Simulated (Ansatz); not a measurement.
**Abstraction of Br: CH2BrF + GeH2(CH3) → CH2F + GeH2(CH3)Br**

Gas-phase species: CH2BrF (bromofluoromethane) `FCBr`, singlet; GeH2(CH3), doublet; CH2F `[CH2]F`, doublet; GeH2(CH3)Br, singlet. A radical takes Br: the energy is the difference in strength between the C–Br bond broken and the Ge–Br bond made.

Shapes, held fixed at every level: PBE0-D4/def2-TZVP. Programs: Ansatz 0.2.0. The zero-point and thermal change to 298 K, harmonic and unscaled (PBE0-D4/def2-TZVP), is -4.9 kJ/mol.

| level | kind | ΔH(298 K) (kJ/mol) | less CCSD(T)/def2-TZVPP |
| --- | --- | --- | --- |
| MP2/def2-TZVPP | perturbation theory | -70.7 | +1.9 |
| HF/def2-SVP | Hartree–Fock | -105.1 | -32.5 |
| r2SCAN-D4/def2-TZVPP | meta-GGA | -76.6 | -4.0 |
| PBE0-D4/def2-TZVPP | global hybrid | -71.3 | +1.3 |
| wB97M-V/def2-TZVPP | range-separated hybrid | -68.5 | +4.1 |
| CCSD/def2-TZVPP | coupled cluster or CI | -76.5 | -3.9 |
| CCSD(T)/def2-TZVPP | coupled cluster or CI | -72.6 | 0.0 |

The highest level, CCSD(T)/def2-TZVPP, gives ΔH(298 K) = -72.6 kJ/mol; the levels span -105.1 to -68.5. The column of differences is taken from that level and isn't an error. No measured value is set beside it here. Open shells run unrestricted. Relativity is left out for Br, Ge. Outer-core shells of Br, Ge are correlated, in sets that cover them unevenly.
